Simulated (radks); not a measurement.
Values are calculated unless marked as measured or tabulated.
Problem. The lead ion Pb4+, 78 electrons, occupied as [Kr] 4d10 4f14 5s1.75 5p6 5d10 5f0.25 (fractional occupations, a model configuration). Level of theory: Dirac Kohn-Sham, PBE, spin-unpolarised, spherical densities, finite nucleus; open shells are shared between the two j in proportion to 2j + 1; Fermi nuclear charge, rms radius 5.5012 fm (a radial shooting solver on a logarithmic mesh with Libxc functionals).

Spin-orbit splittings of the eigenvalues, e(l+1/2) - e(l-1/2), with zeta = 2 splitting/(2l+1) and mean radii in bohr:

shell  occ.  splitting (eV)  zeta (eV)  <r> j=l-1/2  <r> j=l+1/2
2p        6            2189       1460      0.05488      0.06379
3p        6               ?          ?       0.1644       0.1807
3d       10           104.0      41.58       0.1570       0.1619
4p        6           119.6      79.72       0.3853       0.4197
4d       10           22.33      8.931       0.4244       0.4355
4f       14           5.038      1.440       0.4503       0.4566
5p        6           22.56      15.04       0.9094       0.9982
5d       10           2.783      1.113        1.227        1.265
5f     0.25         0.07298    0.02085        2.910        2.932

Estimate the 3p splitting.

Solution. 488.5 eV (zeta = 325.6 eV).
